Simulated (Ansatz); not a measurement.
Basis-set extrapolation for C2H5AlO (PBE0-D4/def2-TZVP geometry, frozen core, Ansatz 0.2.0). Multiplicity 1, RHF reference.

|  | def2-TZVPP | def2-QZVPP |
| --- | --- | --- |
| HF | -395.428100 | -395.442545 |
| MP2 correlation | -0.653407 | -0.699060 |
| CCSD(T) correlation | -0.711295 | not run |

Energies in hartree. Use E(X) = E(∞) + A·exp(−7.88·√X) for Hartree–Fock and E(X) = E(∞) + B·X^(−2.97) for correlation, with X = 3 and 4, and add CCSD(T) minus MP2 of the smaller set to the MP2 limit.

What is the CCSD(T) energy at the basis-set limit?

HF limit: -395.442545 + (-0.014445) × 0.13774 = -395.44453. MP2 limit: -0.699060 + (-0.045653) × 0.74074 = -0.73288. Higher-order term: -0.711295 − (-0.653407) = -0.05789. Total: -396.23530 hartree, 251.8 kJ/mol below CCSD(T)/def2-TZVPP.
